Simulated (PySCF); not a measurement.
PySCF input file for Si(F)3(Et) (C2H5F3Si), SMILES CC[Si](F)(F)F, TDA-B3LYP/def2-SVPD. Geometry optimised at PBE0-D3(BJ)/def2-SVP. One conformer was computed; it need not be the lowest.

```python
import numpy as np
from pyscf import gto, scf, dft, tdscf

mol = gto.M(
    atom='''
    C    -2.33989875    0.19689483    0.41097308
    C    -1.22622310   -0.81816686    0.15240617
    Si    0.42439748   -0.04221380   -0.07502563
    F     0.43973618    0.97071926   -1.32139731
    F     1.57788290   -1.12673573   -0.33665976
    F     0.86339128    0.81045629    1.21338456
    H    -2.14213880    0.78564292    1.31945379
    H    -2.43941848    0.90426079   -0.42618913
    H    -3.31097074   -0.30253828    0.54231308
    H    -1.14347532   -1.53841075    0.98431531
    H    -1.43792337   -1.42028741   -0.74775692
    ''',
    basis='def2-SVPD',
    charge=0,
    spin=0,
    max_memory=1600,
    verbose=4,
)
mf = dft.RKS(mol, xc='b3lyp').density_fit(auxbasis='def2-universal-jkfit')
mf.grids.level = 3
mf.conv_tol = 1e-9
mf.max_cycle = 100
mf.kernel()
mf.grids = dft.Grids(mol).set(level=1).build(with_non0tab=True)  # coarser grid for the response kernel
td = tdscf.TDA(mf)
td.singlet = True
td.nstates = 10
td.conv_tol = 1e-4
td.kernel(x0=td.get_init_guess(mf, 15))
td.analyze()
tt = tdscf.TDA(mf)
tt.singlet = False
tt.nstates = 4
tt.conv_tol = 1e-4
tt.kernel(x0=tt.get_init_guess(mf, 9))
tt.analyze(verbose=3)
```

It prints:

```
PySCF version 2.14.0

[INPUT] verbose = 4
[INPUT] num. atoms = 11
[INPUT] num. electrons = 58
[INPUT] charge = 0
[INPUT] spin (= nelec alpha-beta = 2S) = 0
[INPUT] symmetry False subgroup None
[INPUT] Mole.unit = angstrom
[INPUT] Symbol           X                Y                Z      unit          X                Y                Z       unit  Magmom
[INPUT]  1 C     -2.339898750000   0.196894830000   0.410973080000 AA   -4.421767796712   0.372077304043   0.776626565769 Bohr   0.0
[INPUT]  2 C     -1.226223100000  -0.818166860000   0.152406170000 AA   -2.317225826615  -1.546111289595   0.288005920994 Bohr   0.0
[INPUT]  3 Si     0.424397480000  -0.042213800000  -0.075025630000 AA    0.801995005156  -0.079772520677  -0.141777893023 Bohr   0.0
[INPUT]  4 F      0.439736180000   0.970719260000  -1.321397310000 AA    0.830980947262   1.834393545240  -2.497079017637 Bohr   0.0
[INPUT]  5 F      1.577882900000  -1.126735730000  -0.336659760000 AA    2.981766537634  -2.129221944462  -0.636194743562 Bohr   0.0
[INPUT]  6 F      0.863391280000   0.810456290000   1.213384560000 AA    1.631573057538   1.531540424031   2.292964502176 Bohr   0.0
[INPUT]  7 H     -2.142138800000   0.785642920000   1.319453790000 AA   -4.048055652804   1.484649950504   2.493406297119 Bohr   0.0
[INPUT]  8 H     -2.439418480000   0.904260790000  -0.426189130000 AA   -4.609832830403   1.708805238283  -0.805380732967 Bohr   0.0
[INPUT]  9 H     -3.310970740000  -0.302538280000   0.542313080000 AA   -6.256827905049  -0.571714491397   1.024823194969 Bohr   0.0
[INPUT] 10 H     -1.143475320000  -1.538410750000   0.984315310000 AA   -2.160855184999  -2.907174984587   1.860086356116 Bohr   0.0
[INPUT] 11 H     -1.437923370000  -1.420287410000  -0.747756920000 AA   -2.717281357412  -2.683954223068  -1.413055786548 Bohr   0.0

nuclear repulsion = 337.388410710719
number of shells = 73
number of NR pGTOs = 251
number of NR cGTOs = 173
basis = def2-SVPD
ecp = {}


******** <class 'pyscf.df.df_jk.DFRKS'> ********
method = DFRKS
initial guess = minao
damping factor = 0
level_shift factor = 0
DIIS = <class 'pyscf.scf.diis.CDIIS'>
diis_start_cycle = 1
diis_space = 8
diis_damp = 0
SCF conv_tol = 1e-09
SCF conv_tol_grad = None
SCF max_cycles = 100
direct_scf = False
XC library pyscf.dft.libxc version 7.1.2
    S. Lehtola, C. Steigemann, M. J. T. Oliveira, and M. A. L. Marques,  SoftwareX 7, 1–5 (2018)
XC functionals = b3lyp
    P. J. Stephens, F. J. Devlin, C. F. Chabalowski, and M. J. Frisch,  J. Phys. Chem. 98, 11623 (1994)
radial grids:
    Treutler-Ahlrichs [JCP 102, 346 (1995); DOI:10.1063/1.469408] (M4) radial grids

becke partition: Becke, JCP 88, 2547 (1988); DOI:10.1063/1.454033
pruning grids: <function nwchem_prune>
grids dens level: 3
symmetrized grids: False
atomic radii adjust function: <function treutler_atomic_radii_adjust>
small_rho_cutoff = 0
Set gradient conv threshold to 3.16228e-05
Initial guess from minao.
tot grids = 139248
******** <class 'pyscf.df.df.DF'> ********
auxbasis = def2-universal-jkfit
init E= -668.399558818497
  HOMO = -0.367510392870888  LUMO = -0.0378571161448531  gap/eV = 8.97032
cycle= 1 E= -667.985405395187  delta_E= 0.414  |g|= 0.86  |ddm|= 4.89
  HOMO = -0.309497657772917  LUMO = 0.00285597495889833  gap/eV = 8.49958
cycle= 2 E= -667.826466613895  delta_E= 0.159  |g|= 1.33  |ddm|= 2.34
  HOMO = -0.342791172453481  LUMO = -0.00548621412163453  gap/eV = 9.17854
cycle= 3 E= -668.116129383335  delta_E= -0.29  |g|= 0.0818  |ddm|= 1.18
  HOMO = -0.351955108537848  LUMO = -0.00659744101854676  gap/eV = 9.39766
cycle= 4 E= -668.117469857597  delta_E= -0.00134  |g|= 0.0307  |ddm|= 0.142
  HOMO = -0.348151491650623  LUMO = -0.00565325930991589  gap/eV = 9.31985
cycle= 5 E= -668.117704460818  delta_E= -0.000235  |g|= 0.0041  |ddm|= 0.0375
  HOMO = -0.348615779677667  LUMO = -0.0058420834238091  gap/eV = 9.32735
cycle= 6 E= -668.117708210664  delta_E= -3.75e-06  |g|= 0.00049  |ddm|= 0.00972
  HOMO = -0.348563664946032  LUMO = -0.00582071536213258  gap/eV = 9.32651
cycle= 7 E= -668.117708269265  delta_E= -5.86e-08  |g|= 0.000183  |ddm|= 0.00138
  HOMO = -0.348572309339301  LUMO = -0.00582430511668131  gap/eV = 9.32665
cycle= 8 E= -668.117708275803  delta_E= -6.54e-09  |g|= 7.88e-05  |ddm|= 0.000336
  HOMO = -0.348575355903049  LUMO = -0.00582555692267661  gap/eV = 9.32670
cycle= 9 E= -668.117708276818  delta_E= -1.01e-09  |g|= 1.39e-05  |ddm|= 8.85e-05
  HOMO = -0.348575634675702  LUMO = -0.00582556097783415  gap/eV = 9.32670
cycle= 10 E= -668.117708276847  delta_E= -2.96e-11  |g|= 4.12e-06  |ddm|= 2.07e-05
  HOMO = -0.348575393808494  LUMO = -0.00582549104240293  gap/eV = 9.32670
Extra cycle  E= -668.117708276847  delta_E= 5.68e-13  |g|= 5.23e-06  |ddm|= 1.02e-05
converged SCF energy = -668.117708276847
tot grids = 45032


******** <class 'pyscf.tdscf.rks.TDA'> for <class 'pyscf.df.df_jk.DFRKS'> ********
nstates = 10 singlet
deg_eia_thresh = 1.000e-03
wfnsym = None
conv_tol = 0.0001
eigh lindep = 1e-12
eigh level_shift = 0
eigh max_cycle = 100


Excitation energies (eV)
[ 8.37235357  9.11519769  9.15139557  9.72219823  9.76602701  9.88343094
  9.94971355 10.18453576 10.32005766 10.49421818]

** Singlet excitation energies and oscillator strengths **
Excited State   1:      8.37235 eV    148.09 nm  f=0.0239
      29 -> 30        0.70081
Excited State   2:      9.11520 eV    136.02 nm  f=0.1085
      29 -> 31        0.69862
Excited State   3:      9.15140 eV    135.48 nm  f=0.0000
      28 -> 30       -0.69677
      28 -> 31       -0.10259
Excited State   4:      9.72220 eV    127.53 nm  f=0.0184
      29 -> 32       -0.69573
Excited State   5:      9.76603 eV    126.95 nm  f=0.0054
      29 -> 33        0.68896
Excited State   6:      9.88343 eV    125.45 nm  f=0.0226
      28 -> 31        0.69135
Excited State   7:      9.94971 eV    124.61 nm  f=0.0025
      27 -> 30       -0.68619
Excited State   8:     10.18454 eV    121.74 nm  f=0.0237
      29 -> 34       -0.69040
Excited State   9:     10.32006 eV    120.14 nm  f=0.0335
      27 -> 30       -0.10652
      28 -> 33       -0.11343
      29 -> 35        0.67525
Excited State  10:     10.49422 eV    118.15 nm  f=0.0540
      26 -> 30       -0.19958
      28 -> 32        0.66607

** Transition electric dipole moments (AU) **
state          X           Y           Z        Dip. S.      Osc.
  1         0.2561      0.2241     -0.0282      0.1166      0.0239
  2        -0.6818     -0.0947      0.1095      0.4858      0.1085
  3         0.0014     -0.0006      0.0112      0.0001      0.0000
  4         0.2444     -0.1230     -0.0502      0.0774      0.0184
  5         0.0261     -0.0107      0.1479      0.0227      0.0054
  6         0.0508     -0.0201      0.3009      0.0935      0.0226
  7        -0.0985     -0.0091      0.0166      0.0101      0.0025
  8        -0.0506      0.0262     -0.3031      0.0951      0.0237
  9        -0.0767     -0.3555     -0.0154      0.1325      0.0335
 10        -0.0769      0.0299     -0.4508      0.2100      0.0540

** Transition velocity dipole moments (imaginary part, AU) **
state          X           Y           Z        Dip. S.      Osc.
  1         0.0794      0.0531     -0.0098      0.0092      0.0200
  2        -0.2070     -0.0653      0.0308      0.0480      0.0956
  3        -0.0012      0.0004     -0.0057      0.0000      0.0001
  4         0.0661     -0.0534     -0.0148      0.0074      0.0139
  5         0.0014     -0.0007      0.0070      0.0001      0.0001
  6         0.0210     -0.0084      0.1238      0.0158      0.0291
  7        -0.0245      0.0022      0.0045      0.0006      0.0011
  8        -0.0079      0.0049     -0.0508      0.0027      0.0047
  9        -0.0538     -0.0925      0.0022      0.0115      0.0201
 10        -0.0251      0.0098     -0.1467      0.0222      0.0385

** Transition magnetic dipole moments (imaginary part, AU) **
state          X           Y           Z
  1        -0.1234      0.0489     -0.7246
  2        -0.0243      0.0079     -0.1400
  3         0.6643      0.6321     -0.0703
  4        -0.0140      0.0049     -0.0798
  5         0.2402     -0.0049     -0.0394
  6         0.0377     -0.9139     -0.0689
  7        -0.0113      0.0033     -0.0696
  8        -0.1168     -0.1558      0.0121
  9        -0.0488      0.0173     -0.2796
 10        -0.0673      0.5515      0.0486


******** <class 'pyscf.tdscf.rks.TDA'> for <class 'pyscf.df.df_jk.DFRKS'> ********
nstates = 4 triplet
deg_eia_thresh = 1.000e-03
wfnsym = None
conv_tol = 0.0001
eigh lindep = 1e-12
eigh level_shift = 0
eigh max_cycle = 100


Excitation energies (eV)
[8.09864119 8.71031683 8.90745091 9.25842192]

** Triplet excitation energies and oscillator strengths **
Excited State   1:      8.09864 eV    153.09 nm  f=0.0000
Excited State   2:      8.71032 eV    142.34 nm  f=0.0000
Excited State   3:      8.90745 eV    139.19 nm  f=0.0000
Excited State   4:      9.25842 eV    133.92 nm  f=0.0000
```

Self-consistency was reached.

Cost: roughly 4 core-minutes.
